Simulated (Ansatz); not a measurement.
Consider the formal exchange of groups at the Si–B bond: `CN(C)B[SiH3]` + `C/C=N/C` → `C/C=N\[SiH3]` + `CBN(C)C`.

Gas-phase electronic energies from Ansatz, PBE0-D4/def2-TZVP geometries. CCSD(T)/CBS is the MP2 limit (def2-TZVPP, def2-QZVPP) plus CCSD(T) − MP2 in def2-TZVPP, frozen cores. Double bonds are as drawn, so ΔE can hold a change between cis and trans. Functionals use def2-TZVPP. B3LYP here is the variant with VWN-RPA as its local correlation; programs differ in this. Each species was taken in one conformer, which may not be the lowest.

`CN(C)B[SiH3]`:

```xyz
15

C     0.067    1.437   -1.487
N     0.126    0.463   -0.416
C     1.386    0.506    0.292
B    -0.925   -0.396   -0.133
Si   -0.980   -1.793    1.319
H     0.867    1.261   -2.214
H     0.195    2.452   -1.093
H    -0.894    1.373   -1.993
H     1.401   -0.235    1.088
H     2.219    0.305   -0.392
H     1.548    1.497    0.730
H    -1.902   -0.293   -0.826
H     0.238   -1.913    2.174
H    -2.127   -1.526    2.235
H    -1.220   -3.138    0.717
```

`C/C=N/C`:

Cartesian coordinates in Å:
```
C -0.061 -1.696 -0.750
C 0.257 -0.397 -0.098
N -0.600 0.513 0.050
C -0.189 1.732 0.694
H 0.586 -1.856 -1.619
H 0.127 -2.526 -0.062
H -1.103 -1.717 -1.066
H 1.294 -0.265 0.255
H -0.810 1.900 1.579
H 0.869 1.737 0.997
H -0.368 2.575 0.021
```

`C/C=N\[SiH3]`:

Cartesian coordinates in Å:
```
C 0.066 -1.224 -1.014
C -0.937 -0.169 -0.673
N -0.846 0.757 0.174
Si 0.406 1.217 1.274
H -0.373 -2.213 -0.855
H 0.315 -1.164 -2.079
H 0.979 -1.136 -0.426
H -1.869 -0.236 -1.257
H 1.652 0.391 1.267
H -0.174 1.162 2.640
H 0.780 2.616 0.948
```

`CBN(C)C`:

Z-matrix (Å, degrees):
```
C
B 1 1.570
H 1 1.092 2 116.7
H 1 1.096 2 109.5 3 122.6
H 1 1.096 2 109.5 3 -122.6
N 2 1.395 1 125.7 3 0.3
H 2 1.204 1 118.8 3 -179.8
C 6 1.444 2 125.5 1 0.0
C 6 1.445 2 122.2 1 -180.0
H 8 1.087 6 110.9 2 0.0
H 8 1.097 6 110.8 2 120.4
H 8 1.097 6 110.8 2 -120.4
H 9 1.089 6 109.8 2 -0.0
H 9 1.097 6 111.0 2 120.3
H 9 1.097 6 111.0 2 -120.3
```

| level | ΔE (kJ/mol) | difference from CCSD(T)/CBS |
| --- | --- | --- |
| PBE-D4 | -84.9 | 13.5 |
| r2SCAN-D4 | -98.2 | 0.2 |
| PBE0-D4 | -91.0 | 7.4 |
| B3LYP-D4 | -99.3 | -0.9 |
| ωB97X-V | -95.8 | 2.6 |
| ωB97M-V | -103.1 | -4.7 |
| B2PLYP | -100.8 | -2.4 |
| PBE | -84.0 | 14.4 |
| r2SCAN | -98.1 | 0.3 |
| PBE0 | -90.3 | 8.1 |
| B3LYP | -97.9 | 0.5 |
| HF/def2-TZVPP | -111.0 | -12.6 |
| MP2/def2-TZVPP | -104.4 | -6.0 |
| SCS-MP2/def2-TZVPP | -101.8 | -3.4 |
| CCSD/def2-TZVPP | -97.5 | 0.9 |
| CCSD(T)/def2-TZVPP | -95.0 | 3.4 |
| HF/def2-QZVPP | -112.1 | -13.7 |
| MP2/def2-QZVPP | -106.8 | -8.4 |
| SCS-MP2/def2-QZVPP | -104.2 | -5.8 |
| HF/CBS(def2) | -112.2 | -13.8 |
| MP2/CBS(def2) | -107.9 | -9.5 |
| CCSD/CBS(def2) | -100.9 | -2.5 |
| CCSD(T)/CBS | -98.4 | 0 |

Largest T1 diagnostic among the species: 0.013.

In def2-TZVPP, CCSD(T) changes the Hartree–Fock value by +16.0 kJ/mol (the triples alone add +2.5 kJ/mol) and MP2 by +6.6 kJ/mol. From PBE to PBE0 (25 % exact exchange), in def2-TZVPP and without D4, ΔE moves by −6.3 kJ/mol.
